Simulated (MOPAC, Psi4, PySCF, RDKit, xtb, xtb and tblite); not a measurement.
Two geometries of C14H10O, SMILES c1ccc(-c2cccc3ccccc32)o1, singlet, relaxed at GFN2-xTB with one dihedral held; other torsions can differ between them too.

Structure A

```
25

C     -3.8083    -0.4626    -0.4068
C     -3.9123     0.5908     0.4478
O     -2.7120     1.1513     0.6586
C     -1.8066     0.4642    -0.0773
C     -0.4027     0.8448     0.0245
C      0.0959     1.1766     1.2660
C      1.4490     1.4794     1.4472
C      2.3102     1.4373     0.3867
C      1.8404     1.1312    -0.9072
C      2.7132     1.1151    -2.0160
C      2.2467     0.8597    -3.2739
C      0.8785     0.6298    -3.4792
C      0.0090     0.6254    -2.4237
C      0.4622     0.8476    -1.1066
C     -2.4401    -0.5480    -0.7519
H     -4.5997    -1.0981    -0.7482
H     -4.7524     1.0257     0.9521
H     -0.5711     1.1876     2.1153
H      1.8071     1.7285     2.4353
H      3.3619     1.6464     0.5208
H      3.7614     1.3186    -1.8488
H      2.9213     0.8497    -4.1174
H      0.5137     0.4620    -4.4821
H     -1.0448     0.4724    -2.5951
H     -1.9836    -1.2830    -1.3831
```

Structure B

```
25

C      3.8227    -0.4435    -0.5076
C      3.9757     0.5948     0.3577
O      2.7870     1.1352     0.6600
C      1.8288     0.4510    -0.0100
C      0.4149     0.7827     0.0932
C     -0.4678     0.0091    -0.6408
C     -1.8449     0.2320    -0.6252
C     -2.3668     1.2428     0.1310
C     -1.5184     2.0639     0.8993
C     -2.0626     3.1072     1.6785
C     -1.2636     3.9169     2.4327
C      0.1213     3.7080     2.4340
C      0.6794     2.7051     1.6888
C     -0.1105     1.8464     0.8942
C      2.4374    -0.5415    -0.7491
H      4.5943    -1.0599    -0.9210
H      4.8419     1.0310     0.8147
H     -0.0906    -0.7965    -1.2491
H     -2.4888    -0.4021    -1.2167
H     -3.4309     1.4281     0.1524
H     -3.1339     3.2506     1.6634
H     -1.6882     4.7135     3.0260
H      0.7542     4.3480     3.0316
H      1.7464     2.5746     1.7148
H      1.9715    -1.2602    -1.3904
```

Task: Which is lower in energy at the level PBE0-D3(BJ)/def2-SVP // GFN2-xTB (Psi4 1.11), and by how much?

Result: A is lower, by 4.32 kJ/mol (dihedral O3–C4–C5–C6: 40° in A, 180° in B).

E(B) − E(A) in kJ/mol at the other levels, on the same two geometries: GFN2-xTB (xtb and tblite) 2.53; MMFF94 // GFN2-xTB (RDKit) 16.28; PBE0/def2-SVP // GFN2-xTB (Psi4) 3.93; PBE/def2-SVP // GFN2-xTB (Psi4) 2.04; PBE-D3(BJ)/def2-SVP // GFN2-xTB (Psi4) 2.38; UFF // GFN2-xTB (RDKit) 15.95; PM7, restricted, heats of formation // GFN2-xTB (MOPAC) 8.17; PM6, restricted, heats of formation // GFN2-xTB (MOPAC) 4.40; GFN1-xTB // GFN2-xTB (xtb) 0.90; restricted B3LYP/6-31G*, spherical d, density fitting // GFN2-xTB (PySCF) 5.50; restricted B3LYP/3-21G, density fitting // GFN2-xTB (PySCF) -2.54; restricted B3LYP/LANL2DZ, density fitting // GFN2-xTB (PySCF) 1.90; restricted Hartree-Fock/LANL2DZ, density fitting // GFN2-xTB (PySCF) 5.61.
